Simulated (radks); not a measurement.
These are the eigenvalues of the occupied orbitals of an atom or ion with whole-number occupations (eV). Method: scalar-relativistic Kohn-Sham, LDA (Slater exchange, Perdew-Wang correlation), spin-polarised, spherical densities, point nucleus; computed with a radial shooting solver on a logarithmic mesh with Libxc functionals.

| orbital | eigenvalue |
|---|---|
| 1s up | -40243.29 |
| 1s down | -40243.19 |
| 2s up | -6455.532 |
| 2s down | -6455.383 |
| 2p up | -5785.812 |
| 2p down | -5785.681 |
| 3s up | -1399.939 |
| 3s down | -1399.524 |
| 3p up | -1186.926 |
| 3p down | -1186.509 |
| 3d up | -883.5090 |
| 3d down | -883.1395 |
| 4s up | -293.5480 |
| 4s down | -292.4956 |
| 4p up | -223.9425 |
| 4p down | -222.8639 |
| 4d up | -123.7225 |
| 4d down | -122.5568 |
| 5s up | -53.1010 |
| 5p up | -35.1941 |
| 5p down | -33.1995 |
| 4f up | -18.5101 |
| 5d up | -13.1928 |
| 5f up | -2.6267 |

Which element is it, and in what charge state? The configuration may be excited. Open shells, if any, are filled with parallel spins first.

Answer. Z = 58, cerium, charge +1: Ce+ in [Kr] 4d10 4f1 5s1 5p6 5d2 5f1. The list shows which subshells hold electrons but not how many an open one holds; the 1s level, -1478.9 hartree, gives Z - s = 54.4 by -(Z - s)^2/2, which with screening and relativity narrows Z to a few neighbours, and the depths of the outer levels then fix element, charge and occupations together.
